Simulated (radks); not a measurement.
Results of a calculation; reference values are marked as such.
Q: Species: Ho XII. Configuration: [Kr] 4d10 4f8 5s2 (the NIST ground configuration). Level of theory: scalar-relativistic Kohn-Sham, PBE, spin-unpolarised, spherical densities, point nucleus (a radial shooting solver on a logarithmic mesh with Libxc functionals). Some entries of the table are withheld. Estimate them.

orbital,occ.,eigenvalue (hartree),<r^2> (bohr^2)
1s,2,-2047.222,(1)
2s,2,-348.6958,0.009167
2p,6,-309.7519,(2)
3s,2,-83.71040,(3)
3p,6,-71.81046,(4)
3d,10,-56.72361,0.05068
4s,2,-22.42349,0.3002
4p,6,-18.48039,0.3375
4d,10,(5),0.3934
5s,2,-8.17681,1.378
4f,8,-7.21265,0.5314

A: 
(1) 1s <r^2> (bohr^2): 0.0005880
(2) 2p <r^2> (bohr^2): 0.007440
(3) 3s <r^2> (bohr^2): 0.06034
(4) 3p <r^2> (bohr^2): 0.06067
(5) 4d eigenvalue (hartree): -13.14463
